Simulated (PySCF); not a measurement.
C3H11AsBN.
Atom-mapped SMILES: `[CH3:1][CH2:2][N:3]([CH3:4])[BH:5][AsH2:6]` (hydrogens: H7, H8, H9 on C1; H10, H11 on C2; H12, H13, H14 on C4; H15 on B5; H16, H17 on As6)

Cartesian coordinates in Å at the PBE0-D3(BJ)/def2-SVP level; atoms count from 1:
```xyz
17
C3H11AsBN angstrom
C     -1.7585    0.6554   -0.5555
C     -0.8957    0.0898    0.5623
N      0.2501   -0.6669    0.0804
C     -0.0465   -2.0490   -0.2348
B      1.5177   -0.1238   -0.1207
As     1.9816    1.8508    0.0874
H     -1.1800    1.3600   -1.1722
H     -2.6245    1.1941   -0.1419
H     -2.1424   -0.1373   -1.2159
H     -0.5328    0.9080    1.2014
H     -1.5002   -0.5659    1.2133
H      0.8481   -2.5412   -0.6347
H     -0.8493   -2.1279   -0.9879
H     -0.3782   -2.5974    0.6643
H      2.3831   -0.8393   -0.5729
H      1.3061    2.1126    1.4285
H      3.3470    1.5986    0.7074
```

Computed at PBE0/pcSseg-1 (PySCF, non-relativistic), with Q(14N) = 0.02044 b, Q(11B) = 0.04059 b, Q(75As) = 0.314 b: N3, 14N (I = 1): χzz = -3.098 MHz, η = 0.808; B5, 11B (I = 3/2): χzz = 3.284 MHz, η = 0.273; As6, 75As (I = 3/2): χzz = -177.2 MHz, η = 0.529.

(1) Where would the pure quadrupole (NQR) lines of 14N at N3 fall for the rigid, isolated species?

(2) Find the zero-field quadrupole resonance frequencies of 11B at B5.

(3) Find the zero-field quadrupole resonance frequencies of 75As at As6.

Answers

(1) From ν± = (3/4)|χ|(1 ± η/3) and ν0 = |χ|η/2: ν+ 2.949 MHz, ν− 1.697 MHz, ν0 1.252 MHz (boron-bound nitrogen).

(2) From ν = (|χ|/2)√(1 + η²/3): ν = 1.663 MHz (three-coordinate boron).

(3) From ν = (|χ|/2)√(1 + η²/3): ν = 92.62 MHz (arsenic bonded to B and 2 H).

In a crystal, neighbours and librations shift these lines. The calculation is non-relativistic, for arsenic too. These gradients aren't converged with respect to the basis.

One conformer stands for the species.
